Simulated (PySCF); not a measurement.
# Spin states and ions at one geometry of TlI3

PySCF 2.14.0, RKS r2SCAN, Tl def2-SVP with ECP60, I def2-SVP with ECP28; non-relativistic Hamiltonian with scalar-relativistic core potentials where named; density fitting; no spin-orbit coupling; singlets restricted, open shells unrestricted. The geometry is relaxed for charge 0, singlet, vacuum:

```xyz
4

Tl    0.0000    0.0000   -0.0949
I     2.7359    0.0000   -0.0935
I    -1.3679    2.3693   -0.0935
I    -1.3679   -2.3693   -0.0935
```

Energies count from the relaxed state; an electron taken off or put on is at rest in vacuum. Charges and spins are Mulliken's.

Question: Order these states by energy, lowest first.
A. charge 0, singlet, vacuum
B. charge -1, doublet, vacuum
C. charge +1, doublet, vacuum
D. charge 0, triplet, vacuum

Answer: B (-2.52 eV), A (0.00 eV), D (2.16 eV), C (9.26 eV).

Question: How do charge and spin on the first atom follow?

Answer: 
```csv
state,spin squared,charge on Tl1 (e),spin on Tl1 (e),dipole about the centre of mass (D)
"charge 0, singlet, vacuum",0.00,0.42,0.00,0.00
"charge 0, triplet, vacuum",2.00,0.28,0.24,0.00
"charge +1, doublet, vacuum",0.75,0.45,-0.06,0.01
"charge -1, doublet, vacuum",0.75,0.26,0.29,0.00
```

With an electron taken off (doublet) the charges change, summed by element, by Tl +0.03 e, I +0.97 e. The vertical ionisation energy is 9.26 eV, against −ε(HOMO) = 7.01 eV of the relaxed state. The level lies 2.2 eV too high, as is usual for semilocal functionals and global hybrids, which keep a self-interaction error.

With an electron put on (doublet) the charges change, summed by element, by Tl -0.16 e, I -0.84 e. The vertical electron affinity is 2.52 eV, against −ε(LUMO) = 4.73 eV of the relaxed state. The basis has no diffuse functions, which an added electron needs.

Open shells may have lower solutions than those found. Hard to converge, so the more doubtful: charge 0, triplet, vacuum.

No frequency check is given that shows the relaxed geometry to be a minimum.
